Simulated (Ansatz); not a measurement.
CH$_{7}$AsSi, SMILES `C[SiH2][AsH2]` at its PBE0-D4/def2-TZVP geometry, where that method's forces vanish. The species carries charge 0 and has multiplicity 1.

```xyz
10

C    -0.0115   -1.3435    0.7674
Si   -0.6395    0.1446   -0.1790
As    1.1632    1.1595   -1.3322
H    -0.8351   -1.8538    1.2723
H     0.7165   -1.0427    1.5242
H     0.4709   -2.0559    0.0946
H    -1.3142    1.0976    0.7438
H    -1.6293   -0.2762   -1.2090
H     0.3538    2.4128   -1.6334
H     1.7251    1.7576   -0.0487
```

(1) What forces (eV/Å) does B3LYP-D4/def2-TZVPP give on these atoms in Ansatz? (Estimate.)

Results:

(1) The calculation gave: 
```
C1   0.026 -0.082  0.052
Si2 -0.250  0.042  0.017
As3  0.116  0.031 -0.087
H4   0.052  0.006 -0.015
H5  -0.031 -0.031 -0.030
H6  -0.019  0.021  0.046
H7   0.033 -0.066 -0.053
H8   0.052  0.021  0.065
H9  -0.009  0.038 -0.021
H10  0.030  0.020  0.026
```

B3LYP here is the variant with VWN-RPA as its local correlation; programs differ in this.
